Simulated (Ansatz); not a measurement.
Reactions of `C[S][GeH]([F])[Cl]`.

Isolated molecules relaxed with PBE0-D4/def2-TZVP in Ansatz; ΔE leaves out vibrations. CBS: MP2 limit from def2 TZ/QZ plus the TZ coupled-cluster correction, frozen cores. This one scheme is used for every species. def2 core potentials past Kr. For Ge, I outer-core shells are correlated without core-valence functions, which leaves a few kJ/mol of doubt a bond. Scalar relativity is left out up to krypton. One conformer a species, not always the lowest.

Question: Order these by ΔE at CCSD(T)/CBS, lowest first. (Best estimate.)
A. `C[S][GeH]([F])[Cl]` → `C[S][Ge][F]` + HCl
B. `C[S][GeH]([F])[Cl]` + H₂S → `[F][GeH]([SH])[Cl]` + CH₃SH
C. `C[S][GeH]([F])[Cl]` + HI → `[F][GeH]([Cl])[I]` + CH₃SH
D. `C[S][GeH]([F])[Cl]` + `C#N` → `N#[C][GeH]([F])[Cl]` + CH₃SH
E. `C[S][GeH]([F])[Cl]` + CH₃OH → `C[O][GeH]([F])[S]C` + HCl
F. `C[S][GeH]([F])[Cl]` → `C[S][Ge][Cl]` + H–F
G. `C[S][GeH]([F])[Cl]` + CH₃OH → `C[O][GeH]([Cl])[S]C` + H–F

Answer: C (-0.29 eV), B (+0.02 eV), G (+0.13 eV), E (+0.29 eV), D (+0.49 eV), F (+1.01 eV), A (+1.19 eV).

Largest T1 diagnostic: 0.015, for `C[S][Ge][F]`.
